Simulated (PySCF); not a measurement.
Values are calculated unless marked as measured or tabulated.
# CH2Al2F5

The system: CH2Al2F5, a small molecule (built as: end group CH2); neutral, doublet. The structure, one conformer, was relaxed in the gas phase by PBE0-D3(BJ)/def2-SVP. No frequency run checks that it is a minimum.

SMILES: [CH2][Al-]1([F])[F+][Al-]([F])([F])[F+]1

```
atom   x (Å)   y (Å)   z (Å)
  F1  -0.143   3.286   0.398
 Al2   0.242   1.927  -0.445
  F3   0.950   1.951  -1.933
  F4   1.030   0.691   0.601
 Al5  -0.327  -0.557   0.693
  F6  -1.026  -0.386   2.185
  C7   0.056  -2.200  -0.181
  F8  -1.090   0.717  -0.403
  H9   0.525  -2.277  -1.170
 H10  -0.177  -3.178   0.257
```

EPR values by unrestricted B3LYP, IGLO-III on Al C F, pcH-1 on H.

(1) Predict g and the largest hyperfine couplings. Where does the spin sit?

(2) How do the isotropic couplings move with BHandHLYP?

## Answers

(1) g = 2.0023, 2.0025, 2.0030. The spin sits on C7 (104 %, bonded to 1 Al + 2 H) by Mulliken populations.
```tsv
atom	isotope	isotropic (MHz)	dipolar, principal values (MHz)
C7	13C	67.1	-72.4, -72.3, 144.7
H9	1H	-55.3	-35.2, -0.9, 36.2
H10	1H	-55.3	-35.2, -0.8, 36.1
Al5	27Al	-73.1	-6.4, -5.3, 11.7
F8	19F	26.9	-7.4, -7.2, 14.5
F4	19F	24.8	-7.1, -6.8, 13.9
```

(2) C7 67.1 to 85.4 MHz, H9 -55.3 to -62.7 MHz, H10 -55.3 to -62.8 MHz, Al5 -73.1 to -83.5 MHz.
